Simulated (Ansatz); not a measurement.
`[CH3][Hf]([F])([F])[Cl]` + HCl → `[F][Hf]([F])([Cl])[Cl]` + CH₄  (ligand exchange at the Hf–C bond)

Gas-phase electronic energies from Ansatz, PBE0-D4/def2-TZVP geometries. CCSD(T)/CBS is the MP2 limit (def2-TZVPP, def2-QZVPP) plus CCSD(T) − MP2 in def2-TZVPP, frozen cores. This one scheme is used for every species. Functionals use def2-TZVPP. B3LYP here is the variant with VWN-RPA as its local correlation; programs differ in this. Elements past krypton have def2 core potentials. For Hf outer-core shells are correlated without core-valence functions, which leaves a few kJ/mol of doubt a bond.

(1) Is it downhill or uphill in electronic energy at CCSD(T)/CBS, and by how much? (An estimate is asked.)

(2) What do these levels give: BLYP-D4, r2SCAN-D4, B97M-V, B3LYP-D4, B2PLYP, revPBE, PBE0, r2SCANh, HF/def2-SVP, CCSD/def2-SVP, MP2/def2-TZVPP, SCS-MP2/def2-TZVPP? (An estimate is asked.)

Largest T1 diagnostic among the species: 0.015.

## Answers

(1) The calculation gave: Downhill: ΔE = -47.3 kcal/mol.

(2) Computed: BLYP-D4 -47.8, r2SCAN-D4 -49.1, B97M-V -50.0, B3LYP-D4 -48.4, B2PLYP -48.9, revPBE -47.2, PBE0 -47.8, r2SCANh -49.1, HF/def2-SVP -52.4, CCSD/def2-SVP -49.1, MP2/def2-TZVPP -48.5, SCS-MP2/def2-TZVPP -48.4 kcal/mol.

Leaving LDA and LC-ωPBE aside and taking each functional with its dispersion term where it has one, the values, not all of them listed here, spread over 3.1 kcal/mol, from B97M-V to PBE-D4. LDA lies +1.1 kcal/mol from PBE without D4. At CCSD(T), def2-SVP lies −2.1 kcal/mol from the extrapolated value and def2-TZVPP +0.1 kcal/mol.
